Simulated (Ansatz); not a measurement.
Ansatz (a program for electronic structure) input (CCSD(T)/aug-cc-pV(D+d)Z):
A basis named .json is the Basis Set Exchange file of that set.

Ansatz 0.2 input:
```yaml
crystal:
  periodic: [false, false, false]
  atoms:
    - {symbol: S, position_ang: [-0.79407653, -0.02069915, 0.61353267]}
    - {symbol: S, position_ang: [0.79407653, 0.02069915, -0.61353267]}
    - {symbol: H, position_ang: [-1.69423360, 0.00448942, -0.39988276]}
    - {symbol: H, position_ang: [1.69423360, -0.00448942, 0.39988276]}
basis:
  gaussian:
    orbitals: aug-cc-pV_D+d_Z.json
total_charge: 1
magnetization: {spin_polarized: true, initial_magnetization: 1}
correlation: {method: ccsd_t, electrons: outside_noble_gas}
output: {forces: true}
```

End of the output:

```
integrals: 0.11 GiB planned
794 factors; integrals over basis functions are off by at most 6.8e-4 eV
mean field: 0.22 GiB planned
mean field evaluation 1: about -21657.6003 eV, gradient 9.2e0 eV
mean field evaluation 2: about -21657.6002 eV, gradient 9.2e0 eV
mean field evaluation 4: about -21658.4133 eV, gradient 1.2e0 eV
mean field evaluation 8: about -21658.4330 eV, gradient 3.0e-4 eV
mean field evaluation 16: about -21658.4329 eV, gradient 1.2e-1 eV
mean field -21658.43296217 eV, -795.9327307467 hartree, gradient 1.7e-6 eV, S^2 0.779118; 2 other end points of the search recorded, 0 dependent functions left out
10 core orbitals not correlated
reference -21658.43296217 eV, -795.9327307467 hartree; 7, 6 occupied and 65, 66 virtual orbitals, 794 factors
densities: 0.54 GiB planned
second order -7.37702754 eV of doubles, -0.00000000 eV of singles
coupled cluster: 0.38 GiB planned
cycle   1  -8.03551502 eV  change   -6.6e-1 eV  update   7.6e-2
cycle   2  -8.33418624 eV  change   -3.0e-1 eV  update   2.6e-2
cycle   3  -8.37411191 eV  change   -4.0e-2 eV  update   9.0e-3
cycle   4  -8.37305958 eV  change    1.1e-3 eV  update   2.5e-3
cycle   5  -8.37248421 eV  change    5.8e-4 eV  update   7.5e-4
cycle   6  -8.37233900 eV  change    1.5e-4 eV  update   2.5e-4
cycle   7  -8.37237124 eV  change   -3.2e-5 eV  update   7.8e-5
cycle   8  -8.37238150 eV  change   -1.0e-5 eV  update   2.3e-5
cycle   9  -8.37237814 eV  change    3.4e-6 eV  update   7.9e-6
cycle  10  -8.37237807 eV  change    6.8e-8 eV  update   2.5e-6
cycle  11  -8.37237855 eV  change   -4.8e-7 eV  update   8.9e-7
cycle  12  -8.37237831 eV  change    2.4e-7 eV  update   3.1e-7
perturbative correction -0.33794648 eV, -0.0124193039 hartree
the calculation of the forces begins
Total energy: -21667.14328696 eV, -796.2528292786 hartree
Atom 0 at    -0.794077    -0.020699     0.613533 Å, force    -0.215643    -0.012314     0.401702 eV/Å
Atom 1 at     0.794077     0.020699    -0.613533 Å, force     0.215643     0.012314    -0.401702 eV/Å
Atom 2 at    -1.694234     0.004489    -0.399883 Å, force    -0.103279     0.003411    -0.134561 eV/Å
Atom 3 at     1.694234    -0.004489     0.399883 Å, force     0.103279    -0.003411     0.134561 eV/Å
Dipole moment:    -0.000000    -0.000000     0.000000 e Å
```
